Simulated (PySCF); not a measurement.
## Induced dipoles and field energies

Species: GaCl2(iPr), C3H7Cl2Ga.
Geometry (PBE0-D3(BJ)/def2-SVP, Å), atoms numbered from 1 in this order:
```
atom  x, y, z in Å
Ga1    1.2426    1.2856   -0.0847
Cl2    3.3560    1.5356    0.1944
Cl3    0.1711    3.1218   -0.4114
C4     0.2601   -0.4164   -0.0295
C5    -0.6890   -0.5069   -1.2213
C6    -0.4733   -0.5342    1.3059
H7     1.0242   -1.2087   -0.0988
H8    -0.1573   -0.4771   -2.1852
H9    -1.4179    0.3193   -1.2200
H10   -1.2604   -1.4505   -1.1885
H11   -1.0379   -1.4815    1.3511
H12    0.2132   -0.5213    2.1669
H13   -1.2009    0.2822    1.4433
```

Level: wB97X-D/def2-SVPD (PySCF); nuclei fixed, core orbitals frozen in the response. Permanent dipole (-1.546, -2.931, 0.096) D (1 au = 2.5417 D). Static polarisability (au):

```
x   100.57   6.78   3.23
y     6.78  96.29  -2.85
z     3.23  -2.85  77.71
```

Only the terms in μ and α are kept: μ(F) = μ + αF and ΔE = −μ·F − ½ F·αF.

**Question.** Apply 0.005 au along ±x, ±y and ±z in turn. Tabulate induced and total dipoles and both energy terms.

**Answer.** 
```tsv
field along	induced x (D)	induced y (D)	induced z (D)	total size (D)	−μ·F (kJ/mol)	−½F·αF (kJ/mol)
+x	1.278	0.086	0.041	2.861	+7.985	-3.301
−x	-1.278	-0.086	-0.041	4.133	-7.985	-3.301
+y	0.086	1.224	-0.036	2.247	+15.138	-3.160
−y	-0.086	-1.224	0.036	4.466	-15.138	-3.160
+z	0.041	-0.036	0.988	3.499	-0.496	-2.550
−z	-0.041	0.036	-0.988	3.420	+0.496	-2.550
```

**Question.** For the field (-0.0030, 0.0015, 0.0010) au, what is the induced dipole, and what angle does it make with the field?

**Answer.** αF = (-0.733, 0.308, 0.162) D, at 6.3° to the field. The polarisability along this direction, F·αF/F², is 90.66 au, against a mean of 91.52 au.

**Question.** At what field along the permanent dipole would the induced dipole along it equal the permanent one, in this linear picture?

**Answer.** The polarisability along the dipole is 102.85 au, so F = 1.3043 au / 102.85 au = 0.0127 au = 0.65 V/Å; higher-order terms are ignored.

**Question.** What field makes μF equal to kT at 298 K?

**Answer.** kT = 0.9437 × 10⁻³ Eh, so F = 0.000724 au = 3.72 MV/cm.

**Question.** Induction energy −ᾱe²/2R⁴ of a unit charge at 18 Å, the molecule taken as a point?

**Answer.** R = 34.02 bohr, so the energy is −91.5/(2 × 34.02⁴) Eh = -0.0897 kJ/mol. The charge–dipole term at its most favourable orientation, −μe/R², is -2.96 kJ/mol.

Isolated species at its PBE0-D3(BJ)/def2-SVP geometry (one conformer only). The calculation is non-relativistic, for gallium too.

The run behind these numbers computed excited states as well. The run took 32 s wall (grids of density and orbitals included) on one thread of an AMD EPYC 9R45, no GPU, shared host, and the process peaked at 0.99 GiB of memory.

Note: wB97X-D ran without an empirical dispersion term, which enters the total energy and its gradient alone.
